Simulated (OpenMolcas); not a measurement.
# Pt2+: effect of the active space

```yaml
Program: OpenMolcas
Method: CASSCF
Basis: ANO-R3
Scalar_Hamiltonian: X2C, finite nucleus
Spin-orbit_coupling: state interaction with AMFI integrals over the reference wave functions, term energies averaged over their components
```

A. 8 electrons in 5 orbitals (5d); 2S+1 = 3 even, 10 roots; 2S+1 = 1 even, 15 roots; cost of the order of 9 core-seconds
B. 8 electrons in 6 orbitals (5d 6s); 2S+1 = 3 even, 60 roots; 2S+1 = 5 even, 15 roots kept (CI in the orbitals of an earlier block); 2S+1 = 1 even, 55 roots kept (CI in the orbitals of an earlier block); cost roughly 60 core-seconds

Energies in cm-1 above 5d8 3F4, the measured ground level; measured values from NIST levels as listed in McCann et al., Mon. Not. R. Astron. Soc. 538, 537 (2025).

| Level | A | B | Measured |
| --- | --- | --- | --- |
| 5d8 3F4 | 0.0 | 0.0 | 0.0 |
| 5d8 3F3 | 10041 | 10334 | 9752 |
| 5d8 3P0 | 21097 | 18813 | 14939 |
| 5d8 3P1 | 23012 | 19849 | 16782 |
| 5d8 1G4 [74 %] | 25973 | 25336 | 21331 |
| 5d8 1S0 [56 %] | 55488 | 57650 |  |

Deviations, from unrounded energies. A percentage is the sum of absolute deviations over the sum of measured energies, with the sign that they share, or ± where signs differ.

```tsv
Against measurement	Levels	A	B
mean absolute deviation (cm-1)	4	4300	2900
fine structure of the ground term (%)	1	+3.0	+6.0
other terms of the ground configuration (%)	3	+32.1	+20.6
```

B lies closest to measurement on these levels. The largest miss of B in the table is 5d8 1G4 [74 %], by +4000 cm-1. The ranking rests on the paired levels alone, and a cruder setting can come out closer through cancelling errors.

Between A and B the level of the table that moves most is 5d8 3P1, by 3200 cm-1 (lowest in B, highest in A).

Without dynamic correlation excited terms often stand tens of per cent too high (terms of higher spin than the ground term too low), and those without a measured partner can miss by more than the paired ones. Configurations with an s electron lie low in 5d ions of this charge, fall among these levels and mix in, so low-spin terms can stand far too high, up to twice their true height, and weights are not those of the real levels (holds for A). Terms from blocks run as CI alone lack orbitals of their own (holds for B). Measured partners are found by configuration, term and J. A level has none where our copy of the source lacks it or the pairing is in doubt (some pairs that miss far off the trend of their configuration count as doubtful), and it then counts in no deviation. Only configurations of the active space appear. The table leaves out levels that lie high or whose names do not pair safely across all columns.

A share in square brackets marks a mixed level and gives the weight of the term that names it, the lowest over the columns.
